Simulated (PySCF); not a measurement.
C₄H₁₁Cl₃Si₂, SMILES C[Si](C)(C)C[Si](Cl)(Cl)Cl, GFN2-xTB optimised geometry.

```
20

C      1.62     0.67     0.00
Si    -0.28     0.67     0.00
C     -0.94     2.46     0.00
C     -0.95    -0.28     1.50
C     -0.95    -0.16    -1.61
Si    -0.07    -1.72    -2.22
Cl    -1.19    -2.68    -3.62
Cl     0.28    -3.03    -0.71
Cl     1.71    -1.25    -3.06
H      2.02     1.11    -0.91
H      2.02     1.25     0.83
H      2.02    -0.33     0.08
H     -0.65     2.99     0.91
H     -2.02     2.49    -0.06
H     -0.55     3.03    -0.84
H     -0.60     0.15     2.43
H     -0.63    -1.32     1.49
H     -2.04    -0.27     1.53
H     -0.93     0.58    -2.41
H     -2.00    -0.40    -1.44
```

Density from CAM-B3LYP/def2-SVP (PySCF) at that geometry.

Minimum of the electron density along straight lines between bonded atoms, close to the bond critical point (lines longer than 1.1 times the sum of covalent radii, or with two minima, are not listed):

```json
[
 {"bond": "C1–Si2", "length / Å": "1.902", "ρ at the minimum / e bohr⁻³": "0.112", "∇²ρ there / e bohr⁻⁵": "0.32", "position (fraction from the first atom)": "0.62"},
 {"bond": "Si2–C3", "length / Å": "1.907", "ρ at the minimum / e bohr⁻³": "0.111", "∇²ρ there / e bohr⁻⁵": "0.31", "position (fraction from the first atom)": "0.38"},
 {"bond": "Si2–C4", "length / Å": "1.904", "ρ at the minimum / e bohr⁻³": "0.112", "∇²ρ there / e bohr⁻⁵": "0.31", "position (fraction from the first atom)": "0.38"},
 {"bond": "Si2–C5", "length / Å": "1.933", "ρ at the minimum / e bohr⁻³": "0.103", "∇²ρ there / e bohr⁻⁵": "0.29", "position (fraction from the first atom)": "0.38"},
 {"bond": "C5–Si6", "length / Å": "1.891", "ρ at the minimum / e bohr⁻³": "0.118", "∇²ρ there / e bohr⁻⁵": "0.27", "position (fraction from the first atom)": "0.62"},
 {"bond": "Si6–Cl7", "length / Å": "2.032", "ρ at the minimum / e bohr⁻³": "0.098", "∇²ρ there / e bohr⁻⁵": "0.30", "position (fraction from the first atom)": "0.37"},
 {"bond": "Si6–Cl8", "length / Å": "2.024", "ρ at the minimum / e bohr⁻³": "0.099", "∇²ρ there / e bohr⁻⁵": "0.31", "position (fraction from the first atom)": "0.37"},
 {"bond": "Si6–Cl9", "length / Å": "2.024", "ρ at the minimum / e bohr⁻³": "0.099", "∇²ρ there / e bohr⁻⁵": "0.31", "position (fraction from the first atom)": "0.37"},
 {"bond": "C1–H10", "length / Å": "1.086", "ρ at the minimum / e bohr⁻³": "0.272", "∇²ρ there / e bohr⁻⁵": "-0.99", "position (fraction from the first atom)": "0.63"},
 {"bond": "C1–H11", "length / Å": "1.086", "ρ at the minimum / e bohr⁻³": "0.272", "∇²ρ there / e bohr⁻⁵": "-0.98", "position (fraction from the first atom)": "0.63"},
 {"bond": "C1–H12", "length / Å": "1.085", "ρ at the minimum / e bohr⁻³": "0.273", "∇²ρ there / e bohr⁻⁵": "-0.99", "position (fraction from the first atom)": "0.63"},
 {"bond": "C3–H13", "length / Å": "1.085", "ρ at the minimum / e bohr⁻³": "0.272", "∇²ρ there / e bohr⁻⁵": "-0.98", "position (fraction from the first atom)": "0.63"},
 {"bond": "C3–H14", "length / Å": "1.086", "ρ at the minimum / e bohr⁻³": "0.272", "∇²ρ there / e bohr⁻⁵": "-0.98", "position (fraction from the first atom)": "0.63"},
 {"bond": "C3–H15", "length / Å": "1.086", "ρ at the minimum / e bohr⁻³": "0.272", "∇²ρ there / e bohr⁻⁵": "-0.98", "position (fraction from the first atom)": "0.63"},
 {"bond": "C4–H16", "length / Å": "1.086", "ρ at the minimum / e bohr⁻³": "0.272", "∇²ρ there / e bohr⁻⁵": "-0.98", "position (fraction from the first atom)": "0.63"},
 {"bond": "C4–H17", "length / Å": "1.085", "ρ at the minimum / e bohr⁻³": "0.273", "∇²ρ there / e bohr⁻⁵": "-1.00", "position (fraction from the first atom)": "0.63"},
 {"bond": "C4–H18", "length / Å": "1.086", "ρ at the minimum / e bohr⁻³": "0.272", "∇²ρ there / e bohr⁻⁵": "-0.98", "position (fraction from the first atom)": "0.63"},
 {"bond": "C5–H19", "length / Å": "1.089", "ρ at the minimum / e bohr⁻³": "0.268", "∇²ρ there / e bohr⁻⁵": "-0.94", "position (fraction from the first atom)": "0.63"},
 {"bond": "C5–H20", "length / Å": "1.089", "ρ at the minimum / e bohr⁻³": "0.268", "∇²ρ there / e bohr⁻⁵": "-0.94", "position (fraction from the first atom)": "0.63"}
]
```
